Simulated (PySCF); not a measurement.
Species: C₃H₉FSi₂.
Numbering: `[F:1][C@@H:2]1[CH2:3][SiH2:4][CH2:5][SiH2:6]1` (hydrogens: H7 on C2; H8, H9 on C3; H10, H11 on Si4; H12, H13 on C5; H14, H15 on Si6)

Computed by this run: PBE0-D3(BJ)/def2-SVP geometry optimisation, gas phase (PySCF 2.14.0); density fitting, grid level 1; the optimiser is geomeTRIC in internal coordinates, started from a GFN2-xTB structure.

Step 0: E = -21707.7926 eV
```
atom  x, y, z in Å  |  force x, y, z in eV/Å
F1     -0.0763    1.2929    1.8379   -0.047  -0.290   0.116
C2      0.1741    1.3508    0.4626   -0.116   0.139   0.357
C3     -1.0897    0.9241   -0.2734    0.282  -0.251   0.342
Si4    -1.2581   -0.9715   -0.1327    1.034   0.698  -0.265
C5      0.5865   -1.4463   -0.3070   -0.141   0.325   0.258
Si6     1.6048    0.1138    0.0922   -1.171  -0.153  -0.110
H7      0.4130    2.4032    0.2708    0.114   0.230  -0.279
H8     -0.9842    1.2195   -1.3180   -0.037  -0.024  -0.501
H9     -1.9498    1.4619    0.1267   -0.312   0.259   0.128
H10    -1.7930   -1.3659    1.1719   -0.217  -0.189   0.456
H11    -2.0953   -1.5070   -1.2120   -0.318  -0.272  -0.340
H12     0.8005   -1.7934   -1.3160    0.044  -0.092  -0.494
H13     0.8467   -2.2709    0.3521    0.130  -0.370   0.350
H14     2.3729    0.6012   -1.0600    0.343   0.076  -0.418
H15     2.4435   -0.0045    1.2830    0.411  -0.086   0.400
```

**Question.** Estimate the geometry and energy of step 1. (The exact step hangs on the optimiser's Hessian estimate; all steps are aligned on step 0, rigid shifts and turns removed.)

**Answer.** E = -21707.8897 eV, largest force 0.238 eV/Å
```
atom  x, y, z in Å  |  force x, y, z in eV/Å
F1     -0.1191    1.1450    1.8684    0.024   0.042  -0.037
C2      0.1544    1.3616    0.5134    0.021  -0.106  -0.066
C3     -1.0801    0.9623   -0.2824   -0.037   0.068  -0.070
Si4    -1.2238   -0.9297   -0.1563   -0.094  -0.179   0.124
C5      0.5952   -1.4665   -0.2631   -0.023   0.089  -0.108
Si6     1.5620    0.1304    0.0559    0.173  -0.045   0.103
H7      0.3989    2.4294    0.3852    0.027   0.020   0.042
H8     -0.9428    1.2360   -1.3452    0.026  -0.006   0.042
H9     -1.9647    1.5146    0.0782   -0.008  -0.073  -0.017
H10    -1.8124   -1.3394    1.1555   -0.009   0.012  -0.036
H11    -2.0671   -1.5191   -1.2439    0.019   0.051  -0.014
H12     0.8193   -1.8590   -1.2693   -0.004   0.042   0.031
H13     0.8464   -2.2627    0.4545   -0.044   0.058   0.041
H14     2.3048    0.5782   -1.1659   -0.073   0.023  -0.009
H15     2.5245    0.0271    1.1931    0.003   0.005  -0.027
```

The energy changes by -0.0971 eV. The first-order estimate −F·Δx gives -0.2098 eV and the mean of the old and new forces, exact on a quadratic surface, -0.0911 eV. The step makes an angle of 75° with the force vector and moves no atom by more than 0.157 Å.

The cost below is that of the whole optimisation. Time: 66 s of wall time; peak memory 0.67 GiB. Hardware: one thread of an Arm Neoverse V1, shared host with 32 logical CPUs at a one-minute load of 14.
